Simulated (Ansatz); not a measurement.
Isolated molecules relaxed with PBE0-D4/def2-TZVP in Ansatz; ΔE leaves out vibrations. CBS: MP2 limit from def2 TZ/QZ plus the TZ coupled-cluster correction, frozen cores. Functionals use def2-TZVPP. B3LYP here is the variant with VWN-RPA as its local correlation; programs differ in this. One conformer a species, not always the lowest.

Reaction (substitution at a C–C bond): `BCC(N)F` + `B[NH][AlH2]` → `BC[N](B)[AlH2]` + `NCF`

`BCC(N)F`:

Z-matrix (Å, degrees):
```
C
C 1 1.508
B 1 1.553 2 116.4
H 1 1.104 2 108.6 3 -117.1
H 1 1.097 2 110.0 3 129.0
F 2 1.419 1 106.6 3 -60.9
N 2 1.408 1 112.9 3 176.1
H 2 1.094 1 111.4 3 52.7
H 3 1.197 1 120.0 2 163.9
H 3 1.197 1 121.0 2 -20.1
H 7 1.012 2 111.9 1 55.0
H 7 1.011 2 112.2 1 178.2
```

`B[NH][AlH2]`:

Cartesian coordinates in Å:
```
B -0.764 -0.795 -0.870
N -0.321 -0.350 0.385
Al 0.904 0.950 0.631
H -1.584 -1.667 -0.959
H -0.306 -0.286 -1.856
H -0.734 -0.807 1.187
H 1.525 1.642 -0.643
H 1.280 1.314 2.125
```

`BC[N](B)[AlH2]`:

Cartesian coordinates in Å:
```
B 1.832 0.742 0.137
C 0.818 -0.332 0.604
N -0.551 -0.239 0.103
B -1.651 -0.282 0.964
Al -0.853 -0.035 -1.672
H 2.970 0.668 0.499
H 1.500 1.657 -0.565
H 0.816 -0.307 1.707
H 1.256 -1.320 0.383
H -1.493 -0.418 2.149
H -2.753 -0.178 0.498
H -2.304 0.284 -2.199
H 0.411 -0.239 -2.608
```

`NCF`:

Cartesian coordinates in Å:
```
N 0.155 -0.848 0.233
C -0.281 0.471 0.041
F 0.465 1.179 -0.918
H 0.068 -1.415 -0.599
H 1.101 -0.902 0.584
H -1.314 0.479 -0.312
H -0.194 1.036 0.971
```

Is it downhill or uphill in electronic energy at CCSD(T)/CBS, and by how much? (Best estimate.)

The calculation gave: Uphill: ΔE = +14.2 kcal/mol.

What do these levels give: PBE0-D4, B3LYP-D4, ωB97X-V, ωB97M-V, r2SCAN, PBE0, HF/def2-TZVPP, MP2/def2-TZVPP, SCS-MP2/def2-TZVPP, CCSD/def2-TZVPP, CCSD(T)/def2-TZVPP, HF/CBS(def2)? (An estimate is asked.)

Computed: PBE0-D4 12.9, B3LYP-D4 12.6, ωB97X-V 14.0, ωB97M-V 14.2, r2SCAN 14.1, PBE0 13.5, HF/def2-TZVPP 16.1, MP2/def2-TZVPP 14.3, SCS-MP2/def2-TZVPP 14.1, CCSD/def2-TZVPP 14.5, CCSD(T)/def2-TZVPP 14.1, HF/CBS(def2) 16.0 kcal/mol.

Largest T1 diagnostic among the species: 0.012.

From PBE to PBE0 (25 % exact exchange), in def2-TZVPP and without D4, ΔE moves by +1.0 kcal/mol. The D4 term adds −1.1 kcal/mol with B3LYP and −0.6 kcal/mol with PBE0; it sums over pairs of atoms, weighted by their polarisabilities, and B3LYP, whose exchange is more repulsive, gets the larger term. In def2-TZVPP, CCSD(T) changes the Hartree–Fock value by −2.1 kcal/mol (the triples alone add −0.4 kcal/mol) and MP2 by −1.9 kcal/mol.
